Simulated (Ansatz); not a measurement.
Ansatz (a quantum-chemistry and plane-wave program) input (CCSD(T)/6-31G*):

Ansatz 0.2 input:
```yaml
crystal:
  periodic: [false, false, false]
  atoms:
    - {symbol: B, position_ang: [-0.00000000, -0.00000000, -1.23654521]}
    - {symbol: Cl, position_ang: [0.00000000, 0.00000000, 0.36368977]}
basis:
  gaussian:
    orbitals: 6-31G*
total_charge: 1
magnetization: {spin_polarized: true, initial_magnetization: 1}
correlation: {method: ccsd_t, electrons: outside_noble_gas}
```

Output:

```
Functional definition: HF
integrals: 0.01 GiB planned
307 factors; integrals over basis functions are off by at most 6.2e-4 eV
mean field: 0.06 GiB planned
mean field evaluation 1: about -13161.7724 eV, gradient 1.8e1 eV
mean field evaluation 2: about -13161.8213 eV, gradient 1.8e1 eV
mean field evaluation 4: about -13164.3826 eV, gradient 2.3e0 eV
mean field evaluation 8: about -13164.4996 eV, gradient 3.6e-1 eV
mean field evaluation 16: about -13164.5039 eV, gradient 2.2e-6 eV
mean field evaluation 32: about -13159.7175 eV, gradient 3.9e-2 eV
mean field -13164.50392112 eV, -483.7865958799 hartree, gradient 2.2e-6 eV, S^2 0.761537; 0 other end points of the search recorded, 0 dependent functions left out
6 core orbitals not correlated
reference -13164.50392112 eV, -483.7865958799 hartree; 5, 4 occupied and 23, 24 virtual orbitals, 307 factors
second order -4.64902274 eV of doubles, -0.00000000 eV of singles
coupled cluster: 0.06 GiB planned
cycle   1  -4.90479066 eV  change   -2.6e-1 eV  update   7.5e-2
cycle   2  -5.06400709 eV  change   -1.6e-1 eV  update   2.5e-2
cycle   3  -5.12566691 eV  change   -6.2e-2 eV  update   1.8e-2
cycle   4  -5.12271125 eV  change    3.0e-3 eV  update   4.9e-3
cycle   5  -5.12334440 eV  change   -6.3e-4 eV  update   2.1e-3
cycle   6  -5.12446604 eV  change   -1.1e-3 eV  update   9.7e-4
cycle   7  -5.12487456 eV  change   -4.1e-4 eV  update   4.2e-4
cycle   8  -5.12491108 eV  change   -3.7e-5 eV  update   1.3e-4
cycle   9  -5.12488372 eV  change    2.7e-5 eV  update   4.8e-5
cycle  10  -5.12488232 eV  change    1.4e-6 eV  update   1.7e-5
cycle  11  -5.12488282 eV  change   -5.0e-7 eV  update   5.5e-6
perturbative correction -0.21653432 eV, -0.0079574895 hartree
Total energy: -13169.84533826 eV, -483.9828893394 hartree
```
